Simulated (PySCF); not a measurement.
C2H7S, SMILES CC[SH2+], charge +1.

Geometry optimised at r2SCAN-D4/def2-SVP. The isomer is the one that the SMILES or the coordinates give; other isomers of the formula were not compared.

Level of theory: TDDFT-CAM-B3LYP/def2-SVPD (PySCF 2.14.0).

Vertical excitations.  State labels are in the subgroup Cs.

| state | symmetry | energy (eV) | λ (nm) | f | main pairs |
|---|---|---|---|---|---|
| S1 | A' | 8.26 | 150 | 0.062 | HOMO→LUMO 85 % |
| S2 | A" | 8.26 | 150 | 0.011 | HOMO→LUMO+1 90 % |
| S3 | A" | 8.54 | 145 | 0.001 | HOMO−1→LUMO 88 % |
| S4 | A' | 8.94 | 139 | 0.002 | HOMO−2→LUMO 74 % |
| S5 | A' | 9.10 | 136 | 0.033 | HOMO→LUMO+2 48 %, HOMO−1→LUMO+1 44 % |
| S6 | A' | 9.29 | 133 | 0.147 | HOMO−1→LUMO+1 50 %, HOMO→LUMO+2 33 %, HOMO−2→LUMO+2 9 % |
| S7 | A" | 9.53 | 130 | 0.019 | HOMO−1→LUMO+2 64 %, HOMO−2→LUMO+1 21 % |
| S8 | A" | 9.55 | 130 | 0.010 | HOMO−2→LUMO+1 71 %, HOMO−1→LUMO+2 20 % |
| S9 | A' | 10.02 | 124 | 0.100 | HOMO−2→LUMO+2 66 %, HOMO→LUMO+2 12 % |
| S10 | A" | 10.65 | 116 | 0.003 | HOMO−4→LUMO 78 % |
| T1 | A' | 7.05 | 176 | 0 | HOMO→LUMO 70 % |
| T2 | A" | 7.33 | 169 | 0 | HOMO→LUMO+1 63 %, HOMO−2→LUMO+1 21 %, HOMO−3→LUMO+1 12 % |
| T3 | A" | 8.26 | 150 | 0 | HOMO−1→LUMO 80 % |
| T4 | A' | 8.33 | 149 | 0 | HOMO−2→LUMO 57 %, HOMO→LUMO+2 19 %, HOMO−5→LUMO 9 % |
Triplets are in the Tamm–Dancoff approximation, which puts them higher than full response would, so one can lie above its singlet here.
